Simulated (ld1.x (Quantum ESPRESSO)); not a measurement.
# Tm: excitation energies, all-electron against ultrasoft

```json
{
 "Element": "Tm",
 "Generator": "ld1.x (Quantum ESPRESSO) 7.5",
 "Type": "ultrasoft",
 "Functional": "PW91",
 "Relativity": "fully relativistic",
 "Frozen core": "[Kr]",
 "Valence charge": "33",
 "Reference configuration": "4d10 4f13 5s2 5p6 5d0 6s2 6p0",
 "Partial waves": "5s (bound): rcut 2.35, rcutus 2.50 bohr; 6s (bound): rcut 2.35, rcutus 2.50 bohr; 5p (bound): rcut 2.70, rcutus 2.90 bohr; 6p (bound, empty): rcut 2.70, rcutus 2.90 bohr; 4d (bound): rcut 0.95, rcutus 1.05 bohr; 5d (bound, empty): rcut 0.95, rcutus 1.05 bohr; 4f (bound): rcut 1.10, rcutus 1.35 bohr; 4f channel at 0.8 Ry: rcut 1.10, rcutus 1.35 bohr",
 "Local potential": "all-electron potential smoothed inside 2.00 bohr (lloc = -1)",
 "Core correction": "none",
 "Augmentation charge": "PSQ, radius 0.95 bohr"
}
```

Open shells are filled in proportion to 2j + 1 (rel_dist='average').

Energies are relative to the spin-unpolarised reference configuration 4d10 4f13 5s2 5p6 5d0 6s2 6p0; without spin polarisation the order of configurations can differ from experiment. Not all tests gave a result: test run stopped at test 5 of 7 (negative rho), 1 before it not solved. Left out of the table: 4d10 4f12 5s2 5p6 5d0 6s0 6p0 (solver errors, printed error -13436 eV). The frozen-core shift is the all-electron ΔE with the core orbitals held at their reference shape minus the fully relaxed ΔE.

Its overlap operator is not positive definite in a basis up to 400 Ry (lowest eigenvalue s -0.01, p1/2 -1.57, p3/2 -0.93), so the file is unfit for use: the generalised eigenproblem breaks down once the basis is large enough, and its test numbers describe a broken file.

```json
{"valence configuration": "4d10 4f13 5s2 5p6 5d0 6s1 6p0", "charge": "+1", "ΔE all-electron (eV)": "6.499", "error AE − PS (meV)": "-0.4", "frozen-core shift (meV)": "0.0"}
{"valence configuration": "4d10 4f13 5s2 5p6 5d0 6s0 6p0", "charge": "+2", "ΔE all-electron (eV)": "18.638", "error AE − PS (meV)": "-9.0", "frozen-core shift (meV)": "+0.2"}
{"valence configuration": "4d10 4f13 5s2 5p6 5d1 6s1 6p0", "charge": "0", "ΔE all-electron (eV)": "3.093", "error AE − PS (meV)": "-4.3", "frozen-core shift (meV)": "0.0"}
```

Levels in the configuration 4d10 4f13 5s2 5p6 5d0 6s1 6p0:

```csv
level,all-electron (eV),pseudo (eV)
4d j=3/2,-183.062,-183.088
4d j=5/2,-174.560,-174.584
4f j=5/2,-10.484,-10.512
4f j=7/2,-9.286,-9.314
5s j=1/2,-60.075,-60.102
5p j=1/2,-37.776,-37.724
5p j=3/2,-32.051,-32.052
6s j=1/2,-9.189,-9.191
```

The ghost test of this file was not conclusive.
